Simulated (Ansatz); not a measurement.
Pulling the pair apart

The pair of H2O (SMILES O, atoms 1–3) and H2Te (SMILES [TeH2], atoms 4–6), both closed shells, in one local arrangement (a lower one may exist), relaxed at PBE0-D4/def2-TZVP:

```
6
angstrom
O 0.2879 -0.0476 -1.5872
H 0.2367 0.8017 -2.0322
H -0.2840 -0.6348 -2.0873
Te -0.6106 0.1706 1.3730
H -0.5715 0.0983 3.0343
H 0.9414 -0.3881 1.2994
```

H2Te is shifted rigidly along the line between the mean atom positions of the two fragments (negative: closer). Counterpoise interaction energies in kJ/mol. Computed with Ansatz 0.2.0 (basis: def2-TZVPPD); correlated methods freeze the cores. Filled d shells of the heavier atoms are correlated. Core potentials replace the inner electrons of the atoms past krypton. The def2 sets are not built for correlating such inner shells, so the correlated values are less sure here. B3LYP uses VWN-RPA correlation.

| shift (Å) | B3LYP-D4 | MP2 | PBE-D4 |
| --- | --- | --- | --- |
| -0.31 | -4.6 | -1.5 | -7.1 |
| -0.16 | -9.4 | -6.8 | -11.1 |
| 0.00 | -11.4 | -9.1 | -12.5 |
| 0.16 | -11.6 | -9.7 | -12.4 |
| 0.37 | -10.6 | -9.1 | -11.2 |
| 0.78 | -7.5 | -6.6 | -8.0 |
| 1.55 | -3.2 | -3.1 | -3.6 |
| 3.10 | -0.7 | -0.8 | -0.8 |

Question: What does CCSD(T) give at these shifts? (An estimate is asked for; the value comes from the calculation.)

Answer: The calculation gives: -0.6, -6.1, -8.6, -9.4, -8.9, -6.5, -3.0, -0.8 kJ/mol. For zero shift, CCSD(T) at an estimated basis limit (MP2 extrapolated from triple and quadruple zeta, plus CCSD(T) − MP2 in triple zeta) gives -10.5 kJ/mol. These are counterpoise interaction energies, counted from the two frozen fragments.

The T1 diagnostic stays at or below 0.011.

For scale, one of the runs: CCSD(T)/def2-TZVPPD, 167 basis functions, launched by `ansatz run in.yaml --threads 2 --pin off --events-out ev --progress --plain --max-ram 5222MiB`. Time: 48 s of wall clock on 2 CPU threads of an Arm Neoverse V1; the host was shared. Peak host memory: 1.6 GiB.
